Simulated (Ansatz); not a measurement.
Born–Oppenheimer molecular dynamics of CH3Cl3Ge (8 atoms, charge 0, multiplicity 1). It starts from a relaxed structure.

Method: Ansatz 0.2.0, RKS PBE/def2-SVP.

* ensemble: NVT, Nosé–Hoover chain
* time step: 1 fs
* steps asked: 250
* set temperature: 1000 K
* thermostat: time constant 3 fs, chain length 1
* seed: 533911

First frame:

```xyz
8
Properties=species:S:1:pos:R:3
Ge 0.026 0.000 -0.009
Cl -0.040 -0.221 2.146
C 1.859 0.000 -0.657
H 2.335 -0.962 -0.386
H 1.851 0.123 -1.756
H 2.406 0.839 -0.185
Cl -0.980 1.851 -0.516
Cl -1.108 -1.631 -0.875
```

**Question.** How far do the bonds stretch over the last three quarters of this one trajectory? (Pairs bonded in most of those frames.)

**Answer.** 
```csv
bond,mean (Å),spread (Å),shortest,longest
Ge1–Cl2,2.179,0.077,2.04,2.29
Ge1–C3,1.979,0.067,1.86,2.08
Ge1–Cl7,2.204,0.062,2.10,2.30
Ge1–Cl8,2.187,0.028,2.14,2.25
C3–H4,1.120,0.054,1.03,1.27
C3–H5,1.126,0.069,1.01,1.32
C3–H6,1.128,0.079,0.99,1.31
```

Mean temperature of the second half: 1002 K. The conserved energy wandered by up to 12.1 meV per atom (net 4.3 meV per atom), which is poor conservation. A run of 0.25 ps of so small a system gives no equilibrium averages.

The run took 5.2 min on 4 threads of Arm Neoverse V1, on a shared host, peak memory 0.18 GiB.
